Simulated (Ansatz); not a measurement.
Molecule: OsO (charge 0, triplet). The spin state was set by rule; other spins were not relaxed. 
Coordinates optimised at B3LYP-D3(BJ)/def2-TZVP (Ansatz, an electronic-structure program):
SMILES: [O]=[Os]
```xyz
2

Os     0.0000     0.0000    -0.1587
O      0.0000     0.0000     1.5078
```
Charge 0, spin multiplicity 3.

Basis-set convergence of Hartree-Fock and MP2 correlation energies (hartree) with Ansatz. Cores are frozen in the correlated levels unless marked. UHF or UKS for open shells. Spin-orbit coupling is left out. The frozen core is the preceding noble-gas configuration, with the filled d and f shells of earlier blocks. Past Kr the def2 sets carry scalar-relativistic core potentials.

The UHF reference is spin-contaminated (<S^2> 0.79 over the pure value in the largest basis). The T1 diagnostic of CCSD in the largest basis is 0.082, which is high, so the coupled-cluster rows are less sure than usual.

```
basis       functions       E(HF)  E(corr, MP2)
----------  ---------  ----------  ------------
def2-SVP           46  -164.55367      -0.34353
def2-TZVPP         87  -164.66733      -0.44463
def2-QZVPP        145  -164.66788      -0.52930
```

Extrapolating the two largest sets (X = 3 and 4) as X^-3: E(corr) = (64·(-0.52930) - 27·(-0.44463))/37 = -0.5911 Eh, an estimate of the basis-set limit. The largest set recovers 89.5 % of it, the smallest 58.1 %.
